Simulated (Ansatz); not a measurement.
One change: `CN(C)[SiH]` becomes `C[N](C)[Ge][OH]`.

Ansatz, PBE0-D4/def2-TZVP geometries, multiplicity 1. Each molecule was computed in one conformer, which needn't be the lowest.

Scalar relativity is left out up to krypton.

| property | `CN(C)[SiH]` |
| --- | --- |
| HOMO energy (ωB97M-V/def2-TZVPP) / eV | -8.32 |
| HOMO–LUMO gap (ωB97M-V/def2-TZVPP) / eV | 8.78 |
| HOMO–LUMO gap (PBE0/def2-TZVPP) / eV | 4.75 |
| LUMO energy (PBE/def2-TZVPP) / eV | -2.25 |
| ideal-gas entropy at 298 K and 1 bar (rigid rotor, harmonic PBE0-D4/def2-TZVP) / J/(mol·K) | 306 |
| LUMO energy (B3LYP/def2-TZVPP) / eV | -1.63 |

Question: Give the same properties after the change, and the shifts. (An estimate is asked.)

Answer: Ansatz gave: 
```csv
property,`C[N](C)[Ge][OH]`,shift
HOMO energy (ωB97M-V/def2-TZVPP) / eV,-8.97,-0.65
HOMO–LUMO gap (ωB97M-V/def2-TZVPP) / eV,9.82,1.04
HOMO–LUMO gap (PBE0/def2-TZVPP) / eV,5.68,0.93
LUMO energy (PBE/def2-TZVPP) / eV,-1.79,0.46
"ideal-gas entropy at 298 K and 1 bar (rigid rotor, harmonic PBE0-D4/def2-TZVP) / J/(mol·K)",364,58
LUMO energy (B3LYP/def2-TZVPP) / eV,-1.27,0.36
```

With PBE0 the HOMO falls by 0.54 eV and the LUMO rises by 0.39 eV, so the gap widens by about 0.93 eV. PBE moves the HOMO by -0.38 eV and ωB97M-V by -0.65 eV. The zero-point energy changes by 12.3 kJ/mol with +3 modes. Modes under 60 cm⁻¹, often nearly free rotors, make the harmonic entropy too high.

B3LYP here is the variant with VWN-RPA as its local correlation; programs differ in this.
